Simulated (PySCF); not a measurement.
Unknown compound

Molecular formula: C$_{2}$H$_{9}$N$_{2}$PSi. Simulated spectra:

1H NMR (400 MHz, computed): δ 8.40 (m, 1H), 8.39 (m, 1H), 0.85 (br s, 2H), 0.80 (m, 2H), 0.39 (m, 3H).

13C{1H} NMR (computed): δ 169.7, 4.2.

How the numbers were obtained: shieldings: GIAO PBE0/pcSseg-1, structure optimised with GFN2-xTB, in PySCF (non-relativistic Hamiltonian, gas phase, a single conformation, one averaged value for each set of equivalent atoms).

Chemical shifts δ = σref − σ; 1H and 13C against TMS, all at this level.

Task: What is the structure?

Result: 
2 carbon signals for 2 carbons: no two carbons are equivalent. Carbon types of the structure: 1 × CH2, 1 × CH3, leaving 4 H on heteroatoms. δC 169.7: C=N carbon. δC 4.2: methyl carbon bonded to Si; an electropositive neighbour leaves it electron-rich and shielded. δH 8.40, 8.39: hydrogen on a C=N carbon. δH 0.85: hydrogen on a nitrogen bonded to Si; labile proton, position sensitive to the medium. δH 0.80: hydrogen on a phosphorus bonded to Si. δH 0.39: hydrogen on a methyl carbon bonded to Si; an electropositive neighbour shields it, as in TMS itself.

These data were computed for `C=N[Si@](C)(N)P`.

This is the structure that produced the data.

Exchangeable OH/NH protons stand at their gas-phase positions; hydrogen bonding in a real sample shifts them, mostly to higher δ. Splittings by 31P in the carbon and heteronuclear signals aren't shown, as no couplings were computed. Shifts are as computed. Against solution values, carbons near 30 ppm lie about +3 ppm off and those near 130 ppm about +5 ppm. Of 1309 compounds with measured shifts, 239 miss one by over three times the rms of a fit or turn the order of signals round; such compounds aren't used in these exercises. No couplings were computed; multiplicities are counted from neighbouring protons, with m where these are inequivalent, close in shift, in a saturated or five-membered ring or joined by F or P, and br s for small geminal =CH2 splittings.
